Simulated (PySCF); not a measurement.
Choosing a molecule for a target property.

Species are written as SMILES; each is one conformer at its optimised geometry, gas phase, non-relativistic unless stated; the electronic structure was computed with PySCF and density fitting.

The conformers computed, where there is a choice (atom-mapped SMILES and torsion angles):
- `[CH2:1]=[CH:2][CH2:3]/[CH:4]=[CH:5]\[CH3:6]`: C1–C2–C3–C4 -115°, C2–C3–C4–C5 -117°
- `[CH2:1]=[CH:2]/[C:3]([CH3:4])=[CH:5]/[CH3:6]`: C1–C2–C3–C4 -1°

Problem. Wanted: dipole moment below 0.6 D (B3LYP/def2-SVPD) and electronic spatial extent ⟨r²⟩ about the centre of nuclear charge above 600 bohr² (B3LYP/def2-SVPD), at PBE0-D3(BJ)/def2-SVP geometries. Which candidate meets both?
A. `C1C=CCC=C1`
B. `C(=C/C)/CC=C`
C. `C=C/C(C)=C/C`
D. `C#CB(Cl)Cl`

Solution. B. Computed values:
```csv
species,dipole moment,electronic spatial extent ⟨r²⟩ about the centre of nuclear charge
C1C=CCC=C1,0.00 D,518 bohr²
C(=C/C)/CC=C,0.54 D,862 bohr²
C=C/C(C)=C/C,0.76 D,752 bohr²
C#CB(Cl)Cl,1.74 D,721 bohr²
```

Problem. Wanted: vertical ionisation energy between 8.4 eV and 10 eV (ΔSCF B3LYP/def2-SVPD) and HOMO energy below -6.6 eV (B3LYP/def2-SVPD), at PBE0-D3(BJ)/def2-SVP geometries. Which candidate meets both?
A. `C(=C/C)/CC=C`
B. `C=C/C(C)=C/C`
C. `C1C=CCC=C1`
D. `C#CB(Cl)Cl`

Solution. A. Computed values:
```csv
species,vertical ionisation energy,HOMO energy
C=C/C(C)=C/C,8.23 eV,-6.17 eV
C1C=CCC=C1,8.57 eV,-6.44 eV
C(=C/C)/CC=C,8.85 eV,-6.80 eV
C#CB(Cl)Cl,10.66 eV,-8.37 eV
```
